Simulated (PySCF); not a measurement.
**Spin-orbit coupling and the second ionisation energy along the 4p block**

Two-component X2C-1e calculated with PySCF 2.14: MP2 on generalised Hartree-Fock spinors (GMP2), with spin-orbit coupling off and on (screened by Boettger's factors); no Breit or QED terms. Values in eV; the references (NIST) lie between the lowest levels. Elements whose determinants are no pure J levels are left out.

```tsv
element	configurations	spin-free	with spin-orbit	shift	reference
Ga (x2c-QZVPPall-2c, [Ne] frozen)	[Ar] 3d10 4s2 → [Ar] 3d10 4s1	20.374	20.374	0.000	20.515
Ge (x2c-QZVPPall-2c, [Ne] frozen)	[Ar] 3d10 4s2 4p1 → [Ar] 3d10 4s2	15.658	15.809	0.151	15.935
Br (x2c-QZVPPall-2c, [Ne] frozen)	[Ar] 3d10 4s2 4p4 → [Ar] 3d10 4s2 4p3	21.179	21.358	0.180	21.591
Kr (x2c-QZVPPall-2c, [Ne] frozen)	[Ar] 3d10 4s2 4p5 → [Ar] 3d10 4s2 4p4	24.297	24.211	-0.086	24.360
```

The largest shift is at Br, 0.180 eV, where spin-orbit coupling lowers the species with more electrons by more than the one with fewer (starting occupations 4p1/2^2 4p3/2^2 and 4p1/2^2 4p3/2^1).

What remains against the references is mostly the basis and correlation beyond MP2.
